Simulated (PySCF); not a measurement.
Compound: C6H6F2.
Atom-mapped SMILES: `[CH2:1]=[C:2]([F:3])/[CH:4]=[CH:5]/[CH:6]=[CH:7]/[F:8]` (hydrogens: H9, H10 on C1; H11 on C4; H12 on C5; H13 on C6; H14 on C7)

The geometry is computed with GFN2-xTB (gas phase).

**Question.** List the bond lengths, angles and torsions at this level.

**Answer.** 
| bond | length (Å) | order |
| --- | --- | --- |
| C1=C2 | 1.331 | double |
| C2–F3 | 1.355 | single |
| C2–C4 | 1.441 | single |
| C4=C5 | 1.343 | double |
| C5–C6 | 1.435 | single |
| C6=C7 | 1.331 | double |
| C7–F8 | 1.339 | single |
| C1–H9 | 1.075 | single |
| C1–H10 | 1.073 | single |
| C4–H11 | 1.080 | single |
| C5–H12 | 1.081 | single |
| C6–H13 | 1.081 | single |
| C7–H14 | 1.080 | single |

Orders are formal, as drawn. A selection of angles:
| angle | degrees |
| --- | --- |
| C1–C2–F3 | 118.5 |
| C1–C2–C4 | 126.5 |
| F3–C2–C4 | 115.0 |
| C2–C4–C5 | 123.9 |
| C4–C5–C6 | 123.3 |
| C5–C6–C7 | 122.6 |
| C6–C7–F8 | 121.7 |

Torsions: C1–C2–C4–C5 180° (antiperiplanar); C2–C4–C5–C6 180° (antiperiplanar); C4–C5–C6–C7 180° (antiperiplanar); C5–C6–C7–F8 180° (antiperiplanar).

The 5 C–C bonds span 1.331 Å (C6=C7, drawn double) to 1.441 Å (C2–C4, drawn single), a spread of 0.110 Å. Of the pairs four or more bonds apart, F3···H12 is among the closest relative to their van der Waals radii: 2.44 Å, 91 % of the sum of Bondi's values. The 8 heavy atoms lie in one plane (0.000 Å rms).

Point group: Cs (tolerance 0.08 Å). Whether it is a minimum is left open (no frequencies). The numbers are those of one conformer.
